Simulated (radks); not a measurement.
Valence configurations of Tl+. All-electron calculation, scalar-relativistic Kohn-Sham, PBE, spin-unpolarised, spherical densities, finite nucleus; Fermi nuclear charge, rms radius 5.4759 fm. Program: a radial shooting solver on a logarithmic mesh with Libxc functionals. Energies are relative to [Hg]; eigenvalues in eV.

| valence | E (eV) | e(4f) | e(5d) | e(6p) | e(6s) |
|---|---|---|---|---|---|
| [Hg] | 0.000 | -121.32 | -22.761 | - | -16.300 |
| [Xe] 4f13 5d10 6s2 6p1 | 121.72 | -140.19 | -28.940 | -9.820 | -18.944 |
| [Xe] 4f13.5 5d10 6s2 6p0.5 | 58.703 | -130.67 | -25.825 | -9.024 | -17.637 |
| [Xe] 4f14 5d10 6s1 6p1 | 8.266 | -123.25 | -24.569 | -9.115 | -17.546 |
| [Xe] 4f13 5d10 6s1 6p2 | 130.99 | -142.01 | -30.626 | -10.643 | -20.064 |
| [Xe] 4f14 5d9 6s2 6p1 | 16.075 | -127.35 | -27.350 | -9.755 | -18.740 |
| [Xe] 4f12 5d10 6s1 6p3 | 271.33 | -161.48 | -36.902 | -12.102 | -22.502 |
| [Xe] 4f12 5d10 6s2 6p2 | 261.07 | -159.74 | -35.311 | -11.348 | -21.478 |

NIST lists [Hg] as the ground configuration; this level of theory agrees among the configurations tried. The energies are those of spherical spin-averaged densities, not of single terms.
